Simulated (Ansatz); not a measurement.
The cluster Si7Au (the lowest doublet isomer of a short search) was relaxed with PBE0-D4 (def2-SVP) in Ansatz in these states: charge -1 singlet, neutral doublet. The geometries follow in no particular order.

In the def2 sets Au takes a core potential; there is no spin–orbit coupling.

A:

| atom | x (Å) | y (Å) | z (Å) |
| --- | --- | --- | --- |
| Au1 | -0.066 | -2.100 | -0.418 |
| Si2 | 0.508 | 1.169 | -1.815 |
| Si3 | 0.314 | 1.381 | 0.623 |
| Si4 | -0.749 | -0.677 | 1.566 |
| Si5 | 1.558 | 0.140 | 2.034 |
| Si6 | -2.040 | 0.857 | 0.158 |
| Si7 | -1.310 | -0.404 | -1.754 |
| Si8 | 1.785 | -0.367 | -0.394 |

B:

Cartesian coordinates in Å:
```
Au -0.186 0.655 2.083
Si -1.467 1.393 -1.301
Si 0.083 -0.535 -1.313
Si 1.170 -1.079 0.856
Si -0.633 -2.412 -0.039
Si 2.279 0.399 -0.651
Si 0.499 1.887 0.015
Si -1.746 -0.307 0.349
```

**Question.** Judge from the bond lengths which geometry belongs to which state (an estimate).

**Answer.** A is the charge -1 singlet (Si3–Si5 2.254 Å, Si5–Si8 2.491 Å, Si4–Si5 2.491 Å); B is the neutral doublet (Si3–Si5 2.379 Å, Si5–Si8 2.413 Å, Si4–Si5 2.414 Å).

A triplet lies near this restricted singlet, and broken spin symmetry wasn't tried. These are the stationary points nearest to one start from a short search; other shapes may lie lower in each state.
